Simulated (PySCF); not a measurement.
A calculated (r2SCAN0, PySCF 2.14, x2c-QZVPPall, scalar relativity by spin-free X2C-1e) atom or ion has these occupied shells.

```json
{"shell": "1s α", "electrons": "1", "orbital energy (eV)": "-69500.0", "rms radius, mean of both spins (bohr)": "0.0208"}
{"shell": "1s β", "electrons": "1", "orbital energy (eV)": "-69500.0", "rms radius, mean of both spins (bohr)": "0.0208"}
{"shell": "2s α", "electrons": "1", "orbital energy (eV)": "-12064.8", "rms radius, mean of both spins (bohr)": "0.0839"}
{"shell": "2s β", "electrons": "1", "orbital energy (eV)": "-12064.6", "rms radius, mean of both spins (bohr)": "0.0839"}
{"shell": "2p α", "electrons": "3", "orbital energy (eV)": "-10585.8", "rms radius, mean of both spins (bohr)": "0.0763"}
{"shell": "2p β", "electrons": "3", "orbital energy (eV)": "-10585.6", "rms radius, mean of both spins (bohr)": "0.0763"}
{"shell": "3s α", "electrons": "1", "orbital energy (eV)": "-2817.0", "rms radius, mean of both spins (bohr)": "0.215"}
{"shell": "3s β", "electrons": "1", "orbital energy (eV)": "-2817.0", "rms radius, mean of both spins (bohr)": "0.215"}
{"shell": "3p α", "electrons": "3", "orbital energy (eV)": "-2373.3", "rms radius, mean of both spins (bohr)": "0.216"}
{"shell": "3p β", "electrons": "3", "orbital energy (eV)": "-2373.2", "rms radius, mean of both spins (bohr)": "0.216"}
{"shell": "3d α", "electrons": "5", "orbital energy (eV)": "-1845.2", "rms radius, mean of both spins (bohr)": "0.197"}
{"shell": "3d β", "electrons": "5", "orbital energy (eV)": "-1845.1", "rms radius, mean of both spins (bohr)": "0.197"}
{"shell": "4s α", "electrons": "1", "orbital energy (eV)": "-608.87", "rms radius, mean of both spins (bohr)": "0.478"}
{"shell": "4s β", "electrons": "1", "orbital energy (eV)": "-608.61", "rms radius, mean of both spins (bohr)": "0.478"}
{"shell": "4p α", "electrons": "3", "orbital energy (eV)": "-461.40", "rms radius, mean of both spins (bohr)": "0.509"}
{"shell": "4p β", "electrons": "3", "orbital energy (eV)": "-461.19", "rms radius, mean of both spins (bohr)": "0.509"}
{"shell": "4d α", "electrons": "5", "orbital energy (eV)": "-269.05", "rms radius, mean of both spins (bohr)": "0.551"}
{"shell": "4d β", "electrons": "5", "orbital energy (eV)": "-268.76", "rms radius, mean of both spins (bohr)": "0.551"}
{"shell": "5s α", "electrons": "1", "orbital energy (eV)": "-104.15", "rms radius, mean of both spins (bohr)": "1.13"}
{"shell": "5s β", "electrons": "1", "orbital energy (eV)": "-102.19", "rms radius, mean of both spins (bohr)": "1.13"}
{"shell": "5p α", "electrons": "3", "orbital energy (eV)": "-66.974", "rms radius, mean of both spins (bohr)": "1.32"}
{"shell": "5p β", "electrons": "3", "orbital energy (eV)": "-64.183", "rms radius, mean of both spins (bohr)": "1.32"}
{"shell": "4f α", "electrons": "7", "orbital energy (eV)": "-57.374", "rms radius, mean of both spins (bohr)": "0.676"}
{"shell": "4f β", "electrons": "7", "orbital energy (eV)": "-56.954", "rms radius, mean of both spins (bohr)": "0.676"}
{"shell": "5d α", "electrons": "3", "orbital energy (eV)": "-25.128", "rms radius, mean of both spins (bohr)": "1.95"}
{"shell": "6s α", "electrons": "1", "orbital energy (eV)": "-22.206", "rms radius, mean of both spins (bohr)": "2.86"}
```

(1) Name the element and its charge.

## Answers

(1) W²⁺ (tungsten, charge +2), in [Xe] 4f14 5d3 6s1, high-spin 5F determinant (an excited configuration).
